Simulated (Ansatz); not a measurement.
Br₂Sb, charge +1, singlet, at a GFN2-xTB geometry (core potentials on Sb); B3LYP/def2-SV(P) (Ansatz, a quantum-chemistry and plane-wave program).

The Ansatz input:
Ansatz 0.2 input:
```yaml
crystal:
  periodic: [false, false, false]
  atoms:
    - {symbol: Sb, position_ang: [0.80022647, 0.43653749, 0.25183252]}
    - {symbol: Br, position_ang: [-0.95108613, 1.05498921, -1.39399681]}
    - {symbol: Br, position_ang: [-0.21495815, -1.69108670, 1.02704085]}
basis:
  gaussian:
    orbitals: def2-SV_P_.json
hamiltonian:
  xc: b3lyp
total_charge: 1
accuracy: high
```
The basis file holds def2-SV(P) in the JSON format of the Basis Set Exchange.

Output, abridged:

```
Functional definition: B3LYP
1697 factors; integrals over basis functions are off by at most 4.6e-9 eV
mean field evaluation 1: about -146606.5783 eV, gradient 3.2e1 eV
mean field evaluation 2: about -146584.1396 eV, gradient 8.7e1 eV
mean field evaluation 4: about -146610.5930 eV, gradient 3.5e0 eV
mean field evaluation 8: about -146610.6753 eV, gradient 2.0e-1 eV
mean field evaluation 16: about -146610.6754 eV, gradient 8.7e-5 eV
mean field -146610.67543765 eV, -5387.8429460486 hartree, gradient 5.9e-8 eV, S^2 0.000000; 0 other end points of the search recorded, 0 dependent functions left out
reference -146610.67546974 eV, -5387.8429472279 hartree; 46, 46 occupied and 44, 44 virtual orbitals, 1697 factors
Total energy: -146610.67546974 eV, -5387.8429472279 hartree
```
